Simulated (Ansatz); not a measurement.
Reaction (redistribution): `FB(Cl)Cl` + `BP[SiH](C)F` → `BPB(F)Cl` + `C[SiH](F)Cl`

Gas-phase electronic energies from Ansatz, PBE0-D4/def2-TZVP geometries. CCSD(T)/CBS adds triple-zeta CCSD(T) − MP2 to the extrapolated MP2 energy (def2 sets, frozen cores). This one scheme is used for every species. Functionals use def2-TZVPP. B3LYP here is the variant with VWN-RPA as its local correlation; programs differ in this. One conformer a species, not always the lowest.

```csv
level,ΔE (kcal/mol)
revPBE-D4,-5.5
BLYP-D4,-6.6
B3LYP,-7.3
MP2/def2-SVP,-4.3
HF/def2-TZVPP,-8.6
CCSD/def2-TZVPP,-6.8
HF/def2-QZVPP,-8.8
MP2/def2-QZVPP,-7.4
```

(1) What does CCSD(T)/CBS give? (An estimate is asked.)

Largest T1 diagnostic among the species: 0.015.

Answers

(1) Ansatz gave: -7.2 kcal/mol. The listed levels differ from it by 1.7, 0.6, -0.1, 2.9, -1.4, 0.4, -1.6, -0.2 kcal/mol.

From BLYP to BHLYP (50 % exact exchange), in def2-TZVPP and without D4, ΔE moves by −1.0 kcal/mol. In def2-TZVPP, CCSD(T) changes the Hartree–Fock value by +2.1 kcal/mol (the triples alone add +0.3 kcal/mol) and MP2 by +1.6 kcal/mol. At CCSD(T), def2-SVP lies +3.3 kcal/mol from the extrapolated value and def2-TZVPP +0.7 kcal/mol.
